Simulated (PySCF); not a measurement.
## Which determinant of SrLi⁺ lies lowest?

Unrestricted PBE0; Sr x2c-SVPall, Li x2c-SVPall; spin-free X2C with a Gaussian nucleus (PySCF 2.14). Outer shells of the fragments: Sr 5s2; Li+ closed shells only.

Followed along the bond (rough minima from three points):

```csv
2Ms+1,unpaired,⟨S²⟩ at the start,R at minimum (Å),Te (eV)
1,none,0.00,3.43,0.00
3,"σ ↑, π ↑",2.00,3.23,1.47
3,σ ↑↑,2.00,none in the scan,≤ 1.04
```

Solutions found at the starting distance of 3.095 Å, counted from the lowest of them; the search is not exhaustive and high or unbound solutions are not listed, so other states can lie among these:

```
2Ms+1  unpaired   term  E (eV)  ⟨S²⟩  ⟨Lz²⟩  μ (D)
    1      none    ¹Σ⁺    0.00  0.00   0.00   3.74
    3      σ ↑↑    ³Σ⁺    1.30  2.00   0.00   6.00
    3  σ ↑, π ↑     ³Π    1.39  2.00   1.00   2.13
    1  σ ↑, π ↓  mixed    1.89  1.00   1.01   2.57
    3  σ ↑, δ ↑     ³Δ    2.21  2.00   4.00   5.59
    1  σ ↑, δ ↓  mixed    2.29  1.00   4.00   5.26
```

A term symbol is given only where ⟨S²⟩ and ⟨Lz²⟩ are close to those of a pure state; real π, δ and φ orbitals otherwise mix terms. A positive dipole points towards Li; it is taken about the centre of mass and depends on that origin.

Counting both spins, an empty level lies below a filled one in some of these solutions, because spin and occupation are held.
